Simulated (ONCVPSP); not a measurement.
## selenium (Se): excitation energies, all-electron against ONCV

ONCVPSP 4.0.1 input, shortened (lines: element, Z, core and valence counts, functional; n l f; lmax; l rc ep ncon nbas qcut; lloc lpopt rc5 dvloc0; l nproj debl; icmod fcfact rcfact), LDA (Perdew-Wang 92), fully relativistic:

```
  Se 34.00    3    5  -001012      upf
    1    0    2.00
    2    0    2.00
    2    1    6.00
    3    0    2.00
    3    1    6.00
    3    2   10.00
    4    0    2.00
    4    1    4.00
    2
    0    1.15    0.00    3    7    9.40
    1    1.05    0.00    4    8   13.30
    2    1.00    0.00    4    8   17.50
    4    5    0.85    0.00
    0    3    3.00
    1    2    2.50
    2    2    3.00
    1    0.35    0.00
```

Open shells are filled in proportion to 2j + 1.

Energies are relative to the spin-unpolarised reference configuration 3s2 3p6 3d10 4s2 4p4; without spin polarisation the order of configurations can differ from experiment.

| valence configuration | charge | ΔE all-electron (eV) | error AE − PS (meV) |
| --- | --- | --- | --- |
| 3s2 3p6 3d10 4s2 4p3 | +1 | 11.008 | 0.0 |
| 3s2 3p6 3d10 4s2 4p2 | +2 | 31.568 | +0.4 |
| 3s2 3p6 3d10 4s2 4p1 | +3 | 62.726 | +1.4 |
| 3s2 3p6 3d9 4s2 4p5 | 0 | 51.792 | +173 |

Levels in the configuration 3s2 3p6 3d9 4s2 4p5:

| level | all-electron (eV) | pseudo (eV) |
| --- | --- | --- |
| 3s j=1/2 | -224.650 | -224.824 |
| 3p j=3/2 | -162.535 | -162.476 |
| 3p j=1/2 | -168.560 | -168.465 |
| 3d j=5/2 | -64.522 | -64.146 |
| 3d j=3/2 | -65.469 | -65.084 |
| 4s j=1/2 | -19.695 | -19.706 |
| 4p j=3/2 | -7.778 | -7.778 |
| 4p j=1/2 | -8.246 | -8.244 |
